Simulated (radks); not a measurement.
All-electron atom: the bromine ion Br2+ in [Ar] 3d10 4s2 4p3. Calculated with a radial shooting solver on a logarithmic mesh with Libxc functionals: scalar-relativistic Kohn-Sham, exchange-only LDA, spin-polarised, spherical densities, finite nucleus; open shells are filled with parallel spins first; Fermi nuclear charge, rms radius 4.1629 fm.

Normalised radial functions P(r) = r R(r), r in bohr:

r         4s down
0.005402   0.0876
0.007034   0.1063
0.009233   0.1269
0.01202    0.1465
0.01565    0.1624
0.02038    0.1697
0.02676    0.1609
0.03484    0.1283
0.04537    0.0651
0.05907   -0.0297
0.07754   -0.1477
0.101     -0.2492
0.1315    -0.2869
0.1712    -0.2098
0.2247     0.0029
0.2926     0.2697
0.381      0.4479
0.4961     0.3893
0.646      0.0602
0.8479    -0.4226
1.104     -0.7964
1.438     -0.8994
1.872     -0.7282
2.457     -0.4241
3.199     -0.1779
4.166     -0.0497
5.425     -0.0084

4s down: eigenvalue -38.241 eV, 3 radial nodes at r = 0.0548, 0.224, 0.670 bohr, <r> = 1.59 bohr, 90 % of the charge inside 2.34 bohr.
